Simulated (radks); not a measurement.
The numbers below are computed, except where a source is named.
Question: The mean radii <r> (bohr) of the occupied orbitals of an atom or ion are listed with their occupations. Level of theory: Dirac Kohn-Sham, LDA (Slater exchange, VWN5 correlation), spin-unpolarised, spherical densities, finite nucleus; Fermi nuclear charge, rms radius of each element as measured or else 0.836 A^(1/3) + 0.57 fm (a radial shooting solver on a logarithmic mesh with Libxc functionals).

| orbital | occ. | <r> |
|---|---|---|
| 1s1/2 | 2 | 0.03432 |
| 2s1/2 | 2 | 0.1494 |
| 2p1/2 | 2 | 0.1272 |
| 2p3/2 | 4 | 0.1318 |
| 3s1/2 | 2 | 0.4157 |
| 3p1/2 | 2 | 0.4092 |
| 3p3/2 | 4 | 0.4199 |
| 3d3/2 | 4 | 0.3966 |
| 3d5/2 | 6 | 0.4000 |
| 4s1/2 | 2 | 1.032 |
| 4p1/2 | 2 | 1.107 |
| 4p3/2 | 3 | 1.133 |
| 4d3/2 | 3 | 1.385 |
| 5s1/2 | 1 | 2.364 |

Name the element and its charge. Open shells, if any, fill j = l - 1/2 first.

Answer: Z = 43, technetium, charge +4: Tc4+ in [Ar] 3d10 4s2 4p5 4d3 5s1. The 1s radius gives Z: for a bare nucleus <r> = (2 gamma + 1)/(2Z) with gamma = sqrt(1 - (Z/c)^2), 0.03371 bohr for Z = 43, and screening makes it slightly larger (0.03432 here). The occupations add up to 39, and the charge is Z minus that.
